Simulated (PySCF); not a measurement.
methanethiol (CH$_{4}$S), singlet, geometry from GFN2-xTB. Base run: TPSS/STO-3G run with PySCF.

The PySCF input:
```python
from pyscf import gto, scf, dft

mol = gto.M(
    atom='''
C    -0.059275    1.156018    0.011080
S    -0.042901   -0.665262   -0.006996
H     1.281893   -0.797104    0.002348
H    -1.103113    1.452306    0.005641
H     0.424446    1.517500    0.913197
H     0.438843    1.535384   -0.875729
''',
    basis='sto-3g',
    charge=0,
    spin=0,
    verbose=4,
)

mf = dft.RKS(mol)
mf.xc = 'tpss'
mf.kernel()
```

Variants of this job, named by their change:

| change | ΔE vs base (mEh) | fitting functions | dipole (D) |
|---|---|---|---|
| base | 0.000 | - | 0.94 |
| auxbasis = def2-tzvp-ri | -12.023 | 249 | 0.94 |
| auxbasis = autoaux | ___ | ___ | 0.94 |
| auxbasis = cc-pvdz-jkfit | -0.237 | 274 | 0.94 |
| auxbasis = even-tempered beta=2.0 | -3.974 | 152 | 0.94 |
| auxbasis = even-tempered beta=3.0 | ___ | ___ | ___ |
| auxbasis = cc-pvtz-jkfit | -0.193 | 320 | 0.94 |
| auxbasis = default (with mf = mf.density_fit()) | -1.124 | 275 | 0.94 |
| auxbasis = def2-universal-jfit | ___ | ___ | ___ |
| auxbasis = cc-pvqz-jkfit | -0.161 | 458 | 0.94 |

Question: Complete the blanks.

Answer: 
- auxbasis = autoaux, ΔE vs base (mEh): -3.710
- auxbasis = autoaux, fitting functions: 196
- auxbasis = even-tempered beta=3.0, ΔE vs base (mEh): -16.308
- auxbasis = even-tempered beta=3.0, fitting functions: 96
- auxbasis = even-tempered beta=3.0, dipole (D): 0.96
- auxbasis = def2-universal-jfit, ΔE vs base (mEh): -2.048
- auxbasis = def2-universal-jfit, fitting functions: 144
- auxbasis = def2-universal-jfit, dipole (D): 0.93

A fitting set is made for a task (jfit for Coulomb, jkfit for Coulomb and exchange, ri for correlation) and for a family of orbital bases.
